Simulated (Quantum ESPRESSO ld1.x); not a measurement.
All-electron atom: the carbon ion C2+ in [He] 2s2.

Calculated with ld1.x of Quantum ESPRESSO 7.5: scalar-relativistic Kohn-Sham, exchange-only PBE, spin-unpolarised, spherical densities, point nucleus.

Energy parts (Ry):
| part | energy |
|---|---|
| total | -72.7647 |
| kinetic | 72.8268 |
| electron-nucleus | -161.1224 |
| Hartree | 24.0595 |
| exchange | -8.5286 |

Orbitals (lengths in bohr, moments of r in powers of bohr; r(90%) holds 90 % of the orbital's charge):
orbital  occ.  eigenvalue (Ry)    <r^2>    <r^4>  r(90%)
1s          2         -22.6197  0.09895  0.02581   0.485
2s          2         -2.89930    2.207    8.607    2.13

The highest occupied level is 2s at -39.447 eV. The density falls to 0.001 e/bohr^3 at r = 2.81 bohr. For comparison, the ionisation energy in NIST's Atomic Spectra Database is 47.888 eV (measured). In exact Kohn-Sham theory the highest level is minus the ionisation energy, but local and semilocal functionals leave it too shallow, through self-interaction and a potential that decays too fast; potentials with the right tail come closer. Summed over all electrons, <r^2> = 4.613 bohr^2, which gives a Langevin (diamagnetic) susceptibility term of -3.65 x 10^-6 cm^3/mol.
